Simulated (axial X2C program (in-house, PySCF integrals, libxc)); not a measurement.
# SbO: nuclear properties from DFT to coupled cluster

Calculated with an axial X2C code built on PySCF integrals: two-component X2C with atomic mean-field Coulomb and Gaunt terms, Gaussian nuclei, basis Sb dyall-acv3z, O dyall-av3z with contracted cores.

R = 1.810 Å (near the PBE0 minimum at charge 0 of the determinant lowest at the starting distance; the state shown can have its own minimum elsewhere); state Ω = 1/2 (⟨Sz⟩ = -0.50, ⟨Lz⟩ = 1.00 at PBE0).

```
level  Eeff magnitude (GV/cm)  Ws magnitude Sb (kHz)  A∥/gI Sb (MHz)  qzz Sb (a.u.)  A∥/gI O (MHz)  μ (D)
 PBE0                   0.676                  0.361            2610          -3.55            289  -3.59
   HF                   0.253                  0.704            2480          -5.39            237  -4.51
B3LYP                    1.07                  0.817            2530          -3.22            288  -3.59
```

Eeff is the effective electric field on the electron electric dipole moment in this Ω state and Ws the scalar–pseudoscalar constant of the nucleus named (defined with the proton number Z and per Ω); A∥ (defined per Ω) follows by multiplying with gI = μI/(I μN); qzz is the electric field gradient, eQq0 = 234.96 MHz × Q/barn × qzz; μ is positive if the O end (last atom) is positive. The operators were transformed with the bare-nucleus X2C matrices; with these basis sets, hyperfine constants and field gradients can be off by tens of per cent, and where levels differ in sign neither size nor sign is settled.

Finite-field MP2, CCSD and CCSD(T), with 21 electrons correlated in 130 natural virtual spinors (MP2 remainder added):

```json
{"level": "MP2", "Eeff magnitude (GV/cm)": "1.25", "Ws magnitude Sb (kHz)": "1", "A∥/gI Sb (MHz)": "2560", "qzz Sb (a.u.)": "-2.24", "A∥/gI O (MHz)": "307", "μ (D)": "-3.16"}
{"level": "CCSD", "Eeff magnitude (GV/cm)": "0.877", "Ws magnitude Sb (kHz)": "0.63", "A∥/gI Sb (MHz)": "2230", "qzz Sb (a.u.)": "-3.63", "A∥/gI O (MHz)": "288", "μ (D)": "-3.66"}
{"level": "CCSD(T)", "Eeff magnitude (GV/cm)": "0.945", "Ws magnitude Sb (kHz)": "0.733", "A∥/gI Sb (MHz)": "2150", "qzz Sb (a.u.)": "-3.04", "A∥/gI O (MHz)": "309", "μ (D)": "-3.35"}
```

T1 = 0.026 (Lee–Taylor). One unrestricted determinant, the lowest of a limited PBE0 search, is the reference; the functionals treat spin collinearly. The sign of Eeff is opposite to CCSD(T) at HF. Eeff spreads by more than a factor of two over the levels. Correlation of the inner shells is missing, which matters for properties at the nucleus. Number of frozen shells: Sb 4 s, 3 p, 1 d; O 1 s.

(1) By how much does correlation change each value, CCSD(T) against HF?

Results:

(1) A∥/gI Sb -13 %; qzz Sb -44 %; A∥/gI O 30 %; μ -26 %.
